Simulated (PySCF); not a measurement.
## Electron correlation in Xe²⁴⁺ (xenon, charge +24)

Starting occupation: [Ar] 3d10 4s2. Calculation: PySCF 2.14, in an uncontracted even-tempered set (20 s from 0.74 bohr⁻², ratio 2.6; 15 p from 0.96 bohr⁻², ratio 2.6; 10 d from 0.96 bohr⁻², ratio 2.6; 6 f from 0.98 bohr⁻², ratio 2.8); X2C-1e with screened-nucleus spin-orbit coupling, Gaussian nucleus. Frozen: [Ar]; 12 electrons correlated; the 96 highest virtual spinors left out.

MP2 pair energies summed by pair of shells (mhartree):

```json
{"pair": "3d3/2-3d5/2", "energy": "-187.15", "share (%)": "36.5"}
{"pair": "3d5/2-3d5/2", "energy": "-131.70", "share (%)": "25.7"}
{"pair": "3d3/2-3d3/2", "energy": "-56.65", "share (%)": "11.0"}
{"pair": "4s1/2-4s1/2", "energy": "-53.96", "share (%)": "10.5"}
{"pair": "3d5/2-4s1/2", "energy": "-50.51", "share (%)": "9.8"}
{"pair": "3d3/2-4s1/2", "energy": "-33.08", "share (%)": "6.4"}
```

Total MP2 correlation energy: -513.04 mhartree.

The virtual space was cut to 70 spinors, which keep -493.15 of the -513.04 mhartree of MP2 correlation.

```json
{"level": "CCSD", "correlation energy (mhartree)": "-490.12"}
{"level": "(T)", "correlation energy (mhartree)": "-1.25"}
{"level": "CCSD(T)", "correlation energy (mhartree)": "-491.37"}
```

Diagnostics: T1 = 0.00055, largest double amplitude 0.069.

Cost of the coupled-cluster step: 130 s of wall time on 1 thread of Neoverse-V1 (shared host), for 12 occupied and 70 virtual spinors.

Iterations:

```
Init t2, MP2 energy = -0.493150846553187
CCSD nocc = 12, nmo = 82
Init t2, MP2 energy = -0.493150846553187
Init E_corr(GCCSD) = -0.493150846553187
cycle = 1  E_corr(GCCSD) = -0.48753844220769  dE = 0.00561240435  norm(t1,t2) = 0.0145232
cycle = 2  E_corr(GCCSD) = -0.489551153824923  dE = -0.00201271162  norm(t1,t2) = 0.00433789
cycle = 3  E_corr(GCCSD) = -0.49011643682668  dE = -0.000565283002  norm(t1,t2) = 0.00136046
cycle = 4  E_corr(GCCSD) = -0.490126504616617  dE = -1.00677899e-05  norm(t1,t2) = 9.03587e-05
cycle = 5  E_corr(GCCSD) = -0.490121441277084  dE = 5.06333953e-06  norm(t1,t2) = 7.87724e-06
cycle = 6  E_corr(GCCSD) = -0.490121936465849  dE = -4.95188765e-07  norm(t1,t2) = 4.65068e-07
cycle = 7  E_corr(GCCSD) = -0.490121936511954  dE = -4.61055638e-11  norm(t1,t2) = 9.98693e-09
GCCSD converged
E(GCCSD) = -7178.093039064845  E_corr = -0.4901219365119545
```

The coupled-cluster values are those of the cut space; adding the MP2 remainder, -19.89 mhartree, estimates the full space.

At this charge the one-electron X2C treatment keeps the bare 1/r₁₂, with no two-electron picture change or Breit term. The effect here is smaller than on the frozen 1s shell.
